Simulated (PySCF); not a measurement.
PbHI, SMILES [PbH][I] (connectivity only; charge and spin as stated), neutral, multiplicity 1.

Coordinates come from a B3LYP-D3(BJ)/def2-TZVP optimisation. The def2 effective core potentials stand for the cores of I, Pb; spin–orbit coupling is left out.

Two levels are set side by side: PBE/def2-TZVPD (PySCF) and M06-2X/def2-TZVPD (PySCF). Same geometry, gas phase. Differences are taken from unrounded values.

| quantity | PBE |
|---|---|
| orbital gap (eV) | 1.97 |
| highest occupied level (eV) | -5.77 |
| lowest empty level (eV) | -3.80 |
| dipole moment (D) | 3.24 |
| mean polarisability (bohr³) | 91.2 |

**Question.** These are the PBE values. What does M06-2X give? (An estimate is asked for; the answer gives what the named calculation found.)

**Answer.** 
```
quantity                     M06-2X  PBE minus M06-2X
---------------------------  ------  ----------------
orbital gap (eV)               5.42             -3.45
highest occupied level (eV)   -7.79              2.02
lowest empty level (eV)       -2.38             -1.43
dipole moment (D)              4.17             -0.94
mean polarisability (bohr³)    86.3               5.0
```

Without exact exchange PBE keeps part of each electron's self-repulsion, which lifts occupied levels and narrows the gap. PBE's more diffuse valence density responds more strongly to a field. Differences between two approximate levels are no errors against the true value.

Rough cost on one machine, each run with all the roots and properties that it gave: M06-2X against PBE within a factor of 2.
